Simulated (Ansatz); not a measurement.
Problem. Name a neutral molecule of C, F, Ge and H with size of the dipole moment (PBE/def2-TZVPP) between 2.35 and 2.65 D and HOMO energy (PBE/def2-TZVPP) between -6.80 and -6.50 eV (Ansatz, PBE0-D4/def2-TZVP geometry).

Solution. `C=[C](C)[GeH2][F]` (2.49 D, -6.66 eV). Other molecules can fit too; these were computed, each in one conformer that needn't be the lowest.
